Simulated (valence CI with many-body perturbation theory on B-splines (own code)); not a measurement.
## Cr XII in brief

Method: relativistic CI+MBPT: three valence electrons over a frozen Dirac-Fock core [Ne], radial functions for each j: 11 s, 11 p, 9 d, 7 f, 5 g, 2 h, 1 i, with the one-electron correlation potential Σ1, the two-electron term Σ2, the three-electron term Σ3, Breit, model QED; selected CI, second order for the rest, scaled by the run's own slope (own B-spline code, finite nucleus).

No measured spectrum was set against this ion. As an estimate, levels of excited configurations hold to 0.05 to 0.15 % of their energy, terms of the ground configuration to about 0.5 %.

Rates and lifetimes use the calculated energies. Strong lines usually hold to 10 to 20 %, long lifetimes can be off by a factor of two.

What is the ground level?

3s2 3p 2P°_1/2, composition 97 % 3s2 3p 2P°, g = 0.665.

What is the ionisation energy?

298.25 eV; NIST lists 296.7 ± 0.6 eV (semi-empirical).

Among levels below 966420 cm⁻¹, which E1 lines absorb most strongly from the ground level?

to 3s2 3d 2D_3/2 at 24.47 nm, f = 0.536; to 3s 3p2 2P_1/2 at 29.99 nm, f = 0.183; to 3s 3p2 2S_1/2 at 31.85 nm, f = 0.175.

How is the term 2P° of the ground level split?

J = 1/2 at 0, J = 3/2 at 12275 cm⁻¹.

How well does LS coupling describe the low levels?

Among the lowest 20 levels the leading LS term, summed over configurations, holds 94 % on average. For single configurations the figures are 85 % in LS and 62 % in jj coupling. Terms mix most in the J = 3/2 level at 551700 cm⁻¹, where the leading one holds 54 %.

Name the longest-lived excited levels whose lifetime is computed, and their main decay.

3s2 3p 2P°_3/2 at 12275 cm⁻¹ lives 59.9 ms, mostly by M1 to 3s2 3p 2P°_1/2; 3s 3p2 4P_3/2 at 196860 cm⁻¹ lives 314 ns, mostly by E1 to 3s2 3p 2P°_3/2. The lifetime of 3s 3p 3d 4F°_9/2 is too uncertain to give, and may be longer.

Where does the other parity begin?

At 3s 3p2 4P_1/2, 192050 cm⁻¹.
